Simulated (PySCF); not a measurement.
## CH9NSi5

The system: CH9NSi5, a molecule; neutral, singlet. The structure, one conformer, was relaxed in the gas phase by PBE0-D3(BJ)/def2-SVP. No frequency run checks that it is a minimum.

SMILES: N#C[SiH]1[SiH2][SiH2][SiH2][SiH2]1

| atom | x (Å) | y (Å) | z (Å) |
| --- | --- | --- | --- |
| Si1 | -0.012 | -1.742 | -1.043 |
| Si2 | -1.240 | -1.265 | 0.911 |
| Si3 | -1.217 | 1.093 | 1.137 |
| Si4 | 0.010 | 1.905 | -0.704 |
| Si5 | 1.455 | 0.091 | -1.070 |
| C6 | 2.364 | -0.068 | 0.548 |
| N7 | 2.845 | -0.172 | 1.600 |
| H8 | -0.893 | -1.654 | -2.250 |
| H9 | 0.694 | -3.058 | -1.021 |
| H10 | -2.640 | -1.783 | 0.807 |
| H11 | -0.565 | -1.896 | 2.086 |
| H12 | -0.520 | 1.477 | 2.401 |
| H13 | -2.605 | 1.650 | 1.147 |
| H14 | -0.874 | 2.048 | -1.903 |
| H15 | 0.733 | 3.187 | -0.447 |
| H16 | 2.463 | 0.185 | -2.164 |

Shieldings: GIAO PBE0/pcSseg-1. Shifts are against computed references at the same level: C TMS (σ 184.4 ppm), H TMS (σ 31.27 ppm), Si TMS (σ 352.0 ppm). Core levels by delta-SCF with SCAN, pcX-2 on the ionised atom and pcseg-1 elsewhere, spin-free X2C (2p3/2 is the spin-free 2p value less a third of a first-order spin-orbit splitting); from the vacuum level, for chosen atoms.

**Question.** Give the shieldings and core levels atom by atom.

**Answer.** 
```
  atoms         bonded to  σ (ppm)  δ (ppm)  core level (eV)
Si1 Si4        2 Si + 2 H    459.6   -107.6     2p3/2 106.42
Si2 Si3        2 Si + 2 H    466.1   -114.1     2p3/2 106.31
    Si5  1 C + 2 Si + 1 H    445.6    -93.6     2p3/2 106.95
     C6        1 N + 1 Si     59.7    124.7        1s 291.40
     N7               1 C   -118.8        -        1s 404.66
 H8 H14              1 Si    27.86     3.41                -
 H9 H15              1 Si    27.36     3.91                -
H10 H13              1 Si    27.57     3.70                -
H11 H12              1 Si    27.32     3.94                -
    H16              1 Si    26.84     4.43                -
```

Values are those of this one static structure; atoms that internal rotation interchanges would show their mean in an NMR spectrum.

The core-hole states of C6, N7 are spin-contaminated (⟨S²⟩ 0.82, 0.82 against 0.75 for a pure doublet), so those values and differences from them are less sure.

**Question.** Which of Si2, Si4, Si5 holds its core electrons tightest, and by how much against the loosest?

**Answer.** Si5 (bonded to 1 C + 2 Si + 1 H), by 0.64 eV over Si2 (bonded to 2 Si + 2 H).

**Question.** By CAM-B3LYP/def2-SVPD (TDDFT singlets, Tamm-Dancoff triplets, ionisation by delta-SCF), where does absorption start, and what does vertical ionisation take?

**Answer.** The lowest singlet lies at 5.60 eV (f 0.003), the strongest of the first 6 at 6.45 eV (f 0.072), the lowest triplet at 5.26 eV; vertical ionisation takes 9.63 eV.

The 3 runs behind this took 5.5 min in all, one thread each of Arm Neoverse V2 on a shared host, launched as `OMP_NUM_THREADS=1 python cluster_run.py task.json out`.
